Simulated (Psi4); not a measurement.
H2BrGaO2, singlet, geometry from GFN2-xTB (such geometries of metal compounds can be far from the true shape), atoms displaced at random by about 0.08 Å a coordinate; TPSS/STO-3G, gradient run with Psi4.

Here is a job for Psi4.
```
memory 2 GB

molecule {
0 1
  Ga    0.40362942    0.55427027    0.00218787
  Br   -1.09590282   -1.07049212   -0.15939752
  O     0.36250321    1.85331229   -0.85775862
  H     0.95029873    2.69052231   -0.95686389
  O     2.02084349    0.37811160    0.99069470
  H     2.15149236   -0.28781208    1.44819019
symmetry c1
no_reorient
no_com
}

set basis sto-3g

gradient('tpss')
print_variables()
```

The log (banner, timings and long lists left out):

```
gradient() will perform analytic gradient computation.

   => Loading Basis Set <=

    Name: STO-3G
    Role: ORBITAL
    Keyword: BASIS

         ---------------------------------------------------------
                                   SCF
               by Justin Turney, Rob Parrish, Andy Simmonett
                          and Daniel G. A. Smith
                              RKS Reference
         ---------------------------------------------------------

  ==> Geometry <==

    Molecular point group: c1
    Full point group: C1

    Geometry (in Angstrom), charge = 0, multiplicity = 1:

       Center              X                  Y                   Z               Mass
    ------------   -----------------  -----------------  -----------------  -----------------
         GA           0.403629420000     0.554270270000     0.002187870000    68.925573500000
         BR          -1.095902820000    -1.070492120000    -0.159397520000    78.918337600000
         O            0.362503210000     1.853312290000    -0.857758620000    15.994914619570
         H            0.950298730000     2.690522310000    -0.956863890000     1.007825032230
         O            2.020843490000     0.378111600000     0.990694700000    15.994914619570
         H            2.151492360000    -0.287812080000     1.448190190000     1.007825032230

  Running in c1 symmetry.

  Rotational constants: A =      0.22468  B =      0.05386  C =      0.04351 [cm^-1]
  Rotational constants: A =   6735.88031  B =   1614.55693  C =   1304.46166 [MHz]
  Nuclear repulsion =  543.864033828430138

  Charge       = 0
  Multiplicity = 1
  Electrons    = 84
  Nalpha       = 42
  Nbeta        = 42

  ==> Algorithm <==

  SCF Algorithm Type is DF.
  DIIS enabled.
  MOM disabled.
  Fractional occupation disabled.
  Guess Type is SAD.
  Energy threshold   = 1.00e-08
  Density threshold  = 1.00e-08
  Integral threshold = 1.00e-12

  ==> Primary Basis <==

  Basis Set: STO-3G
    Blend: STO-3G
    Number of shells: 24
    Number of basis functions: 48
    Number of Cartesian functions: 50
    Spherical Harmonics?: true
    Max angular momentum: 2

  ==> DFT Potential <==

   => LibXC <=

    Version 7.1.2
    S. Lehtola, C. Steigemann, M. J. T. Oliveira, and M. A. L. Marques,  SoftwareX 7, 1–5 (2018) (10.1016/j.softx.2017.11.002)

   => Composite Functional: TPSS <=

    TPSS Meta-GGA XC Functional

    J. Tao, et al., Phys. Rev. Lett., 91, 146401, 2003

    Deriv               =              1
    GGA                 =           TRUE
    Meta                =           TRUE

    Exchange Hybrid     =          FALSE
    MP2 Hybrid          =          FALSE

   => Exchange Functionals <=

    1.0000   XC_MGGA_X_TPSS

   => Correlation Functionals <=

    1.0000   XC_MGGA_C_TPSS

   => LibXC Density Thresholds  <==

    XC_MGGA_C_TPSS:  1.00E-15
    XC_MGGA_X_TPSS:  1.00E-15

   => Molecular Quadrature <=

    Radial Scheme          =       TREUTLER
    Pruning Scheme         =           NONE
    Nuclear Scheme         =       TREUTLER

    Blocking Scheme        =         OCTREE
    BS radius alpha        =              1
    Pruning alpha          =              1
    Radial Points          =             75
    Spherical Points       =            302
    Total Points           =         126557
    Total Blocks           =           1016
    Max Points             =            256
    Max Functions          =             44
    Weights Tolerance      =       1.00E-15

   => Loading Basis Set <=

    Name: (STO-3G AUX)
    Role: JKFIT
    Keyword: DF_BASIS_SCF

  ==> Integral Setup <==

  SCF_SUBTYPE=INCORE selected. In-core MEM_DF algorithm will be used.
  Using in-core AOs.

  ==> MemDFJK: Density-Fitted J/K Matrices <==

    J tasked:                   Yes
    K tasked:                    No
    wK tasked:                   No
    Algorithm:                 Core
    Schwarz Cutoff:           1E-12
    Mask sparsity (%):       9.4618
    Fitting Condition:        1E-10

   => Auxiliary Basis Set <=

  Basis Set: (STO-3G AUX)
    Blend: DEF2-UNIVERSAL-JKFIT
    Number of shells: 182
    Number of basis functions: 722
    Number of Cartesian functions: 968
    Spherical Harmonics?: true
    Max angular momentum: 5

  Minimum eigenvalue in the overlap matrix is 2.7221453386E-01.
  Reciprocal condition number of the overlap matrix is 1.3807721757E-01.
    Using symmetric orthogonalization.

  ==> Pre-Iterations <==

  SCF Guess: Superposition of Atomic Densities via on-the-fly atomic UHF (no occupation information).

   -------------------------
    Irrep   Nso     Nmo
   -------------------------
     A         48      48
   -------------------------
    Total      48      48
   -------------------------

  ==> Iterations <==

                           Total Energy        Delta E     RMS |[F,P]|

   @DF-RKS iter SAD: -4595.33498171826341   -4.59533e+03   0.00000e+00
   @DF-RKS iter   1: -4597.02753539371224   -1.69255e+00   1.66728e-02 DIIS/ADIIS
   @DF-RKS iter   2: -4554.88871830033531    4.21388e+01   8.66093e-02 DIIS/ADIIS
   @DF-RKS iter   3: -4594.18752923182819   -3.92988e+01   5.95459e-02 DIIS/ADIIS
   @DF-RKS iter   4: -4597.68625669260382   -3.49873e+00   6.77551e-03 DIIS/ADIIS
   @DF-RKS iter   5: -4597.56096207555129    1.25295e-01   1.20746e-02 DIIS/ADIIS
   @DF-RKS iter   6: -4597.76146001637699   -2.00498e-01   4.67719e-03 DIIS/ADIIS
   @DF-RKS iter   7: -4597.79460601779647   -3.31460e-02   1.79923e-03 DIIS/ADIIS
   @DF-RKS iter   8: -4597.79970143460559   -5.09542e-03   3.25769e-04 DIIS/ADIIS
   @DF-RKS iter   9: -4597.79992521006807   -2.23775e-04   9.80450e-05 DIIS
   @DF-RKS iter  10: -4597.79993724046471   -1.20304e-05   5.65563e-05 DIIS
   @DF-RKS iter  11: -4597.79994208309654   -4.84263e-06   1.90393e-05 DIIS
   @DF-RKS iter  12: -4597.79994267124766   -5.88151e-07   4.19827e-06 DIIS
   @DF-RKS iter  13: -4597.79994269958024   -2.83326e-08   5.01398e-07 DIIS
   @DF-RKS iter  14: -4597.79994270000680   -4.26553e-10   9.17564e-08 DIIS
   @DF-RKS iter  15: -4597.79994270002862   -2.18279e-11   3.75197e-09 DIIS
  Energy and wave function converged.

  ==> Post-Iterations <==

   Electrons on quadrature grid:
      Ntotal   =   83.9999915395 ; deviation = -8.460e-06

    Orbital Energies [Eh]
    ---------------------

    Doubly Occupied:

[...]
    Virtual:

[...]
    Final Occupation by Irrep:
              A
    DOCC [    42 ]
    NA   [    42 ]
    NB   [    42 ]

  @DF-RKS Final Energy: -4597.79994270002862

   => Energetics <=

    Nuclear Repulsion Energy =            543.8640338284301379
    One-Electron Energy =               -7514.1283229679620490
    Two-Electron Energy =                2557.7918688062618457
    DFT Exchange-Correlation Energy =    -185.3275223667592115
    Empirical Dispersion Energy =           0.0000000000000000
    VV10 Nonlocal Energy =                  0.0000000000000000
    Total Energy =                      -4597.7999427000286232

Computation Completed

Properties will be evaluated at   0.000000,   0.000000,   0.000000 [a0]

Properties computed using the SCF density matrix

 Multipole Moments:

 ------------------------------------------------------------------------------------
     Multipole            Electronic (a.u.)      Nuclear  (a.u.)        Total (a.u.)
 ------------------------------------------------------------------------------------

 L = 1.  Multiply by 2.5417464519 to convert [e a0] to [Debye]
 Dipole X            :          7.4799490           -6.9457299            0.5342191
 Dipole Y            :          0.4943095           -0.0580986            0.4362109
 Dipole Z            :          7.5481330           -7.4762749            0.0718581
 Magnitude           :                                                    0.6934216

 ------------------------------------------------------------------------------------

         ------------------------------------------------------------
                                   SCF GRAD
                          Rob Parrish, Justin Turney,
                       Andy Simmonett, and Alex Sokolov
         ------------------------------------------------------------

  ==> Geometry <==

    Molecular point group: c1
    Full point group: C1

    Geometry (in Angstrom), charge = 0, multiplicity = 1:

       Center              X                  Y                   Z               Mass
    ------------   -----------------  -----------------  -----------------  -----------------
         GA           0.403629420000     0.554270270000     0.002187870000    68.925573500000
         BR          -1.095902820000    -1.070492120000    -0.159397520000    78.918337600000
         O            0.362503210000     1.853312290000    -0.857758620000    15.994914619570
         H            0.950298730000     2.690522310000    -0.956863890000     1.007825032230
         O            2.020843490000     0.378111600000     0.990694700000    15.994914619570
         H            2.151492360000    -0.287812080000     1.448190190000     1.007825032230

  Nuclear repulsion =  543.864033828430138

  ==> Basis Set <==

  Basis Set: STO-3G
    Blend: STO-3G
    Number of shells: 24
    Number of basis functions: 48
    Number of Cartesian functions: 50
    Spherical Harmonics?: true
    Max angular momentum: 2

  ==> DFJKGrad: Density-Fitted SCF Gradients <==

    Gradient:                    1
    J tasked:                  Yes
    K tasked:                   No
    wK tasked:                  No
    Integrals threads:           1
    Schwarz Cutoff:          1E-12
    Fitting Condition:       1E-10

   => Auxiliary Basis Set <=

  Basis Set: (STO-3G AUX)
    Blend: DEF2-UNIVERSAL-JKFIT
    Number of shells: 182
    Number of basis functions: 722
    Number of Cartesian functions: 968
    Spherical Harmonics?: true
    Max angular momentum: 5

  ==> DFT Potential <==

   => LibXC <=

    Version 7.1.2
    S. Lehtola, C. Steigemann, M. J. T. Oliveira, and M. A. L. Marques,  SoftwareX 7, 1–5 (2018) (10.1016/j.softx.2017.11.002)

   => Composite Functional: TPSS <=

    TPSS Meta-GGA XC Functional

    J. Tao, et al., Phys. Rev. Lett., 91, 146401, 2003

    Deriv               =              1
    GGA                 =           TRUE
    Meta                =           TRUE

    Exchange Hybrid     =          FALSE
    MP2 Hybrid          =          FALSE

   => Exchange Functionals <=

    1.0000   XC_MGGA_X_TPSS

   => Correlation Functionals <=

    1.0000   XC_MGGA_C_TPSS

   => LibXC Density Thresholds  <==

    XC_MGGA_C_TPSS:  1.00E-15
    XC_MGGA_X_TPSS:  1.00E-15

   => Molecular Quadrature <=

    Radial Scheme          =       TREUTLER
    Pruning Scheme         =           NONE
    Nuclear Scheme         =       TREUTLER

    Blocking Scheme        =         OCTREE
    BS radius alpha        =              1
    Pruning alpha          =              1
    Radial Points          =             75
    Spherical Points       =            302
    Total Points           =         126557
    Total Blocks           =           1016
    Max Points             =            256
    Max Functions          =             44
    Weights Tolerance      =       1.00E-15

  -Total Gradient:
     Atom            X                  Y                   Z
    ------   -----------------  -----------------  -----------------
       1       -0.044548062925    -0.041290058888     0.004747831388
       2       -0.007719312111    -0.005128558780    -0.003265350634
       3        0.000606826589     0.042042089743    -0.026883275850
       4        0.000954600853     0.015503288327    -0.009307605362
       5        0.096116980013    -0.325044764380     0.241199370756
       6       -0.045318855100     0.313838692960    -0.206629313983

  Variable Map:
  ----------------------------------------------------------------------------
[...]
  Array Variable Map:
  ----------------------------------------------------------------------------
[...]
[...]
```
